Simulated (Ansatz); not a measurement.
`BrC1(I)CO1`, charge 0, multiplicity 1.

Give a relaxed structure at PBE0-D4/def2-TZVP (Ansatz). (Best estimate.)

The calculation gave: 
Z-matrix (Å, degrees):
```
C
I 1 2.125
C 1 1.454 2 120.3
Br 1 1.920 2 113.1 3 -150.5
O 1 1.366 2 116.7 3 70.8
H 3 1.085 1 119.2 2 3.8
H 3 1.085 1 118.8 2 -152.2
```
